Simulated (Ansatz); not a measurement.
Reaction (formal exchange of groups at a C–As bond): `[AsH2]CB1CC1` + CH₄ → `CCB1CC1` + arsine

Calculated with Ansatz (gas phase, PBE0-D4/def2-TZVP geometries, no zero-point term in ΔE). CBS: MP2 limit from def2 TZ/QZ plus the TZ coupled-cluster correction, frozen cores. This one scheme is used for every species. Functionals use def2-TZVPP. B3LYP here is the variant with VWN-RPA as its local correlation; programs differ in this. For As outer-core shells are correlated without core-valence functions, which leaves a few kJ/mol of doubt a bond. Scalar relativity is left out up to krypton. One conformer a species, not always the lowest.

`[AsH2]CB1CC1`:

Cartesian coordinates in Å:
```
As 1.912 -0.186 -1.471
C 0.118 -1.037 -1.210
B -0.391 -0.247 -0.013
C -0.495 -0.068 1.503
C -1.128 0.970 0.549
H 1.433 1.255 -1.341
H 2.332 -0.232 -0.006
H 0.328 -2.095 -1.050
H -0.404 -0.891 -2.156
H 0.359 0.261 2.087
H -1.172 -0.696 2.075
H -2.214 1.009 0.505
H -0.678 1.958 0.528
```

CH₄:

Z-matrix (Å, degrees):
```
C
H 1 1.090
H 1 1.090 2 109.5
H 1 1.090 2 109.5 3 -120.0
H 1 1.090 2 109.5 3 120.0
```

`CCB1CC1`:

```xyz
14

C    -1.147    1.576   -0.086
C     0.193    1.169    0.557
B     0.465   -0.302    0.163
C     0.257   -1.793    0.420
C     0.977   -1.314   -0.860
H    -1.968    0.949    0.270
H    -1.110    1.490   -1.175
H    -1.392    2.612    0.157
H     0.977    1.838    0.191
H     0.119    1.296    1.641
H    -0.728   -2.239    0.304
H     0.858   -2.310    1.164
H     0.460   -1.449   -1.806
H     2.041   -1.522   -0.939
```

`[AsH3]`:

Z-matrix (Å, degrees):
```
As
H 1 1.522
H 1 1.522 2 92.0
H 1 1.522 2 92.0 3 -92.1
```

```
             level  ΔE (kJ/mol)  difference from CCSD(T)/CBS
            PBE-D4         54.2                          2.8
         r2SCAN-D4         52.8                          1.4
           PBE0-D4         50.6                         -0.8
          B3LYP-D4         50.7                         -0.7
           ωB97X-V         43.6                         -7.8
           ωB97M-V         47.7                         -3.7
            B2PLYP         49.4                         -2.0
               PBE         50.1                         -1.3
            r2SCAN         52.0                          0.6
              PBE0         47.0                         -4.4
             B3LYP         44.0                         -7.4
     HF/def2-TZVPP         32.2                        -19.2
    MP2/def2-TZVPP         59.7                          8.3
SCS-MP2/def2-TZVPP         53.4                          2.0
   CCSD/def2-TZVPP         47.9                         -3.5
CCSD(T)/def2-TZVPP         52.3                          0.9
     HF/def2-QZVPP         31.6                        -19.8
    MP2/def2-QZVPP         59.0                          7.6
SCS-MP2/def2-QZVPP         52.6                          1.2
      HF/CBS(def2)         31.5                        -19.9
     MP2/CBS(def2)         58.9                          7.5
    CCSD/CBS(def2)         47.1                         -4.3
       CCSD(T)/CBS         51.4                            0
```

Largest T1 diagnostic among the species: 0.011.

From PBE to PBE0 (25 % exact exchange), in def2-TZVPP and without D4, ΔE moves by −3.1 kJ/mol. The D4 term adds +6.8 kJ/mol with B3LYP and +3.6 kJ/mol with PBE0; it sums over pairs of atoms, weighted by their polarisabilities, and B3LYP, whose exchange is more repulsive, gets the larger term.
